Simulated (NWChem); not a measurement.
System: CH₆O₂Si₂; SMILES [Si@H]([SiH3])(C=O)O

NWChem input:

```
start job
memory heap 200 mb stack 900 mb global 1100 mb
geometry units angstroms
  O     -0.478586     2.256458     0.830798
  C     -0.846744     1.116119     0.966615
  Si     0.205343    -0.405635     0.489127
  O     -0.873586    -1.588104     0.814493
  Si     0.861641    -0.340436    -1.724936
  H     -1.862891     0.918505     1.371926
  H      1.299745    -0.480296     1.467686
  H     -0.688261    -2.517213     0.714577
  H     -0.259763    -0.170570    -2.656580
  H      1.821158     0.731014    -1.983991
  H      1.512697    -1.601518    -2.113288
end
basis spherical
  * library 6-31g*
end
dft
  xc b3lyp
  iterations 150
end
driver
  maxiter 120
end
task dft optimize
task dft freq
```

Output (shortened):

```
             Northwest Computational Chemistry Package (NWChem) 7.3.0
             --------------------------------------------------------

 C1  symmetry detected

                             Geometry "geometry" -> ""
                             -------------------------

 Output coordinates in angstroms (scale by  1.889725989 to convert to a.u.)

  No.       Tag          Charge          X              Y              Z
 ---- ---------------- ---------- -------------- -------------- --------------
    1 O                    8.0000     1.32481506     2.10719705    -0.01460067
    2 C                    6.0000     0.21168100     1.71116948    -0.25637394
    3 Si                  14.0000    -0.50835404     0.07829909     0.42619542
    4 O                    8.0000    -1.95346737     0.08556285    -0.33523644
    5 Si                  14.0000     0.81018924    -1.73944575    -0.11629903
    6 H                    1.0000    -0.44152396     2.30631397    -0.93091774
    7 H                    1.0000    -0.72932727     0.28829404     1.86422904
    8 H                    1.0000    -2.61806562    -0.58682838    -0.21788529
    9 H                    1.0000     1.07913780    -1.85099195    -1.55490462
   10 H                    1.0000     2.09702682    -1.71299135     0.57589797
   11 H                    1.0000     0.14619193    -2.99683905     0.26197162

 Effective nuclear repulsion energy (a.u.)     277.5865183318

                                Z-matrix (autoz)
                                --------

 Units are Angstrom for bonds and degrees for angles

[...]

      ----------------------
      Optimization converged
      ----------------------

  Step       Energy      Delta E   Gmax     Grms     Xrms     Xmax
  ---- ---------------- -------- -------- -------- -------- --------
@   14    -771.14563202 -4.2D-07  0.00010  0.00002  0.00072  0.00174
                                     ok       ok       ok       ok

                                Z-matrix (autoz)
                                --------

 Units are Angstrom for bonds and degrees for angles

[...]

 Rotational Constants
 --------------------
 A=   0.107507 cm-1  (  0.154675 K)
 B=   0.076839 cm-1  (  0.110552 K)
 C=   0.048649 cm-1  (  0.069993 K)

 Temperature                      =   298.15K
 frequency scaling parameter      =   1.0000

 Zero-Point correction to Energy  =   41.324 kcal/mol  (  0.065854 au)
 Thermal correction to Energy     =   46.779 kcal/mol  (  0.074546 au)
 Thermal correction to Enthalpy   =   47.371 kcal/mol  (  0.075490 au)

 Total Entropy                    =   92.966 cal/mol-K
   - Translational                =   39.874 cal/mol-K (mol. weight = 105.9906)
   - Rotational                   =   27.774 cal/mol-K (symmetry #  =        1)
   - Vibrational                  =   25.319 cal/mol-K

 Cv (constant volume heat capacity) =   28.339 cal/mol-K
   - Translational                  =    2.979 cal/mol-K
   - Rotational                     =    2.979 cal/mol-K
   - Vibrational                    =   22.380 cal/mol-K

[normal modes left out]

 ----------------------------------------------------------------------------
 Normal Eigenvalue ||           Projected Infra Red Intensities
  Mode   [cm**-1]  || [atomic units] [(debye/angs)**2] [(KM/mol)] [arbitrary]
 ------ ---------- || -------------- ----------------- ---------- -----------
    1       -0.000 ||    0.000913           0.021         0.890       0.151
    2        0.000 ||    0.000518           0.012         0.505       0.085
    3        0.000 ||    0.000028           0.001         0.027       0.005
    4        0.000 ||    0.000465           0.011         0.453       0.077
    5        0.000 ||    0.000217           0.005         0.212       0.036
    6        0.000 ||    0.001152           0.027         1.123       0.190
    7       21.699 ||    0.007371           0.170         7.185       1.216
    8       96.381 ||    0.002263           0.052         2.207       0.374
    9      108.568 ||    0.001794           0.041         1.749       0.296
   10      157.670 ||    0.025812           0.595        25.163       4.259
   11      183.761 ||    0.052113           1.202        50.803       8.599
   12      200.953 ||    0.081005           1.869        78.967      13.367
   13      348.342 ||    0.004182           0.096         4.077       0.690
   14      408.892 ||    0.003939           0.091         3.840       0.650
   15      498.588 ||    0.023300           0.538        22.714       3.845
   16      523.261 ||    0.013911           0.321        13.561       2.295
   17      679.242 ||    0.038426           0.887        37.460       6.341
   18      712.255 ||    0.062584           1.444        61.010      10.327
   19      818.094 ||    0.067253           1.552        65.562      11.098
   20      822.322 ||    0.410266           9.465       399.947      67.700
   21      875.778 ||    0.181409           4.185       176.846      29.935
   22      912.383 ||    0.023454           0.541        22.864       3.870
   23      923.825 ||    0.000542           0.012         0.528       0.089
   24      942.414 ||    0.058722           1.355        57.245       9.690
   25      950.131 ||    0.068285           1.575        66.568      11.268
   26     1392.468 ||    0.032661           0.754        31.840       5.390
   27     1761.618 ||    0.106869           2.466       104.181      17.635
   28     2205.467 ||    0.146466           3.379       142.782      24.169
   29     2225.487 ||    0.107579           2.482       104.873      17.752
   30     2245.315 ||    0.102662           2.368       100.080      16.941
   31     2257.418 ||    0.129309           2.983       126.057      21.338
   32     2844.742 ||    0.169089           3.901       164.837      27.902
   33     3803.424 ||    0.075263           1.736        73.370      12.420
 ----------------------------------------------------------------------------
```

Level: B3LYP/6-31G* (spherical d). B3LYP is NWChem's, with the RPA form of VWN correlation.
